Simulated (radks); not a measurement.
Spherical quantum dot in the effective-mass picture: electrons in a parabolic well V = omega^2 r^2 / 2 with omega = 0.209, with a point charge +1 (a donor) at the centre, all in effective atomic units (hartree* = m*/eps^2 hartree, bohr* = eps/m* bohr), one dielectric constant everywhere. Calculated with a radial shooting solver with Libxc functionals: non-relativistic Kohn-Sham, PBE, spin-polarised, spherical densities. Levels are named by radial order and angular momentum (1s, 1p, 1d, 2s, ...), and open shells are averaged over m. Each electron was tried in the lowest free levels, single moves between levels near the top were tried too, and the lowest total energy was kept; such a search can miss a lower state. At N = 1 the Hartree and exchange-correlation terms need not cancel, so that row can carry a self-interaction error.

| N | open shells | 2S | E (hartree*) | addition energy mu(N+1) - mu(N) (hartree*) | e(HOMO) (hartree*) | rms radius (bohr*) |
|---|---|---|---|---|---|---|
| 1 | 1s(up 1, down 0) | 1 | -0.440972 | 0.5819 | -0.19325 | 1.542 |
| 2 | none | 0 | -0.300002 | 0.6202 | 0.31153 | 1.948 |
| 3 | 1p(up 1, down 0) | 1 | 0.461151 | 0.2011 | 0.85982 | 2.701 |
| 4 | 1p(up 2, down 0) | 2 | 1.42344 | 0.2030 | 1.0647 | 3.121 |
| 5 | 1p(up 3, down 0) | 3 | 2.58873 | 0.2537 | 1.2647 | 3.430 |
| 6 | 1p(up 3, down 1) | 2 | 4.00767 | 0.1689 | 1.5024 | 3.704 |
| 7 | 1p(up 3, down 2) | 1 | 5.59551 | 0.1708 | 1.6735 | 3.933 |
| 8 | none | 0 | 7.35419 | 0.2007 | 1.8434 | 4.134 |
| 9 | 2s(up 1, down 0) | 1 | 9.31361 | 0.1867 | 2.0387 | 4.344 |
| 10 | none | 0 | 11.4598 | 0.2048 | 2.2262 | 4.535 |
| 11 | 1d(up 1, down 0) | 1 | 13.8107 | 0.1459 | 2.4242 | 4.711 |
| 12 | 1d(up 2, down 0) | 2 | 16.3075 | 0.1439 | 2.5691 | 4.871 |
| 13 | 1d(up 3, down 0) | 3 | 18.9482 | 0.1417 | 2.7119 | 5.019 |
| 14 | 1d(up 4, down 0) | 4 | 21.7306 | 0.1395 | 2.8525 | 5.156 |
| 15 | 1d(up 5, down 0) | 5 | 24.6525 | 0.1690 | 2.9908 | 5.284 |
| 16 | 1d(up 5, down 1) | 4 | 27.7433 | 0.1307 | 3.1563 | 5.409 |
| 17 | 1d(up 5, down 2) | 3 | 30.9649 | 0.1297 | 3.2866 | 5.527 |
| 18 | 1d(up 5, down 3) | 2 | 34.3162 | 0.1284 | 3.4157 | 5.639 |
| 19 | 1d(up 5, down 4) | 1 | 37.7958 | 0.1269 | 3.5434 | 5.746 |
| 20 | none | 0 | 41.4024 | 0.2096 | 3.6696 | 5.849 |
| 21 | 1f(up 1, down 0) | 1 | 45.2186 | 0.1197 | 3.8762 | 5.958 |
| 22 | 1f(up 2, down 0) | 2 | 49.1545 | 0.1186 | 3.9954 | 6.061 |
| 23 | 1f(up 3, down 0) | 3 | 53.2090 | 0.1176 | 4.1135 | 6.160 |
| 24 | 1f(up 4, down 0) | 4 | 57.3811 | 0.1165 | 4.2305 | 6.255 |
| 25 | 1f(up 5, down 0) | 5 | 61.6697 | 0.1154 | 4.3464 | 6.347 |
| 26 | 1f(up 6, down 0) | 6 | 66.0737 | 0.1143 | 4.4613 | 6.435 |
| 27 | 1f(up 7, down 0) | 7 | 70.5919 | 0.1407 | 4.5750 | 6.521 |
| 28 | 1f(up 7, down 1) | 6 | 75.2509 | 0.1099 | 4.7140 | 6.605 |
| 29 | 1f(up 7, down 2) | 5 | 80.0197 | 0.1092 | 4.8236 | 6.687 |
| 30 | 1f(up 7, down 3) | 4 | 84.8978 | 0.1085 | 4.9324 | 6.766 |
| 31 | 1f(up 7, down 4) | 3 | 89.8844 | 0.1078 | 5.0406 | 6.843 |
| 32 | 1f(up 7, down 5) | 2 | 94.9787 | 0.1070 | 5.1480 | 6.918 |
| 33 | 1f(up 7, down 6) | 1 | 100.180 | 0.1062 | 5.2546 | 6.992 |
| 34 | none | 0 | 105.488 | 0.1283 | 5.3604 | 7.063 |
| 35 | 2p(up 1, down 0) | 1 | 110.924 | 0.1044 | 5.4879 | 7.134 |
| 36 | 2p(up 2, down 0) | 2 | 116.464 | 0.1050 | 5.5928 | 7.203 |
| 37 | 2p(up 3, down 0) | 3 | 122.109 | 0.1313 | 5.6979 | 7.270 |
| 38 | 2p(up 3, down 1) | 2 | 127.886 | 0.09992 | 5.8264 | 7.337 |
| 39 | 2p(up 3, down 2) | 1 | 133.762 | 0.1009 | 5.9269 | 7.403 |
| 40 | none | 0 | 139.740 | - | 6.0279 | 7.467 |

All shells are closed at N = 2, 8, 10, 20, 34, 40 (there: 1s2 1p6 1d10 2s2 1f14 2p6); the second difference of the energy has clear peaks (12 % above both neighbours; the first and last values, which can be the largest, are not judged, and half-filled shells can peak too) at N = 5, 15, 20, 27, 34, 37.
